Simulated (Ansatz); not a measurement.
```yaml
crystal:
  periodic: [false, false, false]
  atoms:
    - {symbol: N, position_ang: [-0.847717, 1.518791, 1.802678]}
    - {symbol: Al, position_ang: [-1.498374, -0.005794, 1.196497]}
    - {symbol: O, position_ang: [-0.995244, -0.612239, -0.300479]}
    - {symbol: C, position_ang: [-0.105468, -0.183726, -1.299100]}
    - {symbol: Si, position_ang: [1.604756, -0.940741, -1.019596]}
    - {symbol: H, position_ang: [-0.140546, 2.080348, 1.357597]}
    - {symbol: H, position_ang: [-1.122725, 1.938297, 2.675925]}
    - {symbol: H, position_ang: [-2.558231, -0.831090, 2.011609]}
    - {symbol: H, position_ang: [-0.019570, 0.912479, -1.338016]}
    - {symbol: H, position_ang: [-0.487626, -0.490375, -2.281065]}
    - {symbol: H, position_ang: [1.527944, -2.423818, -1.066771]}
    - {symbol: H, position_ang: [2.569412, -0.465416, -2.050965]}
    - {symbol: H, position_ang: [2.093790, -0.531516, 0.326487]}
basis:
  gaussian: {orbitals: "6-311G**"}
total_charge: 1
magnetization: {spin_polarized: true, initial_magnetization: 1}
hamiltonian: {xc: {name: revPBE}, dispersion: d4, pseudopotentials: {relativity: scalar}}
output: {forces: true}
```

```sh
$ ansatz run in.yaml --threads 4 --pin off --events-out ev --progress --plain --max-ram 10444MiB
```

How does Ansatz answer? (An estimate is asked.)

The calculation gave: The program refused the input.
```
Error: <dir> can't be read: No such file or directory (os error 2)
```
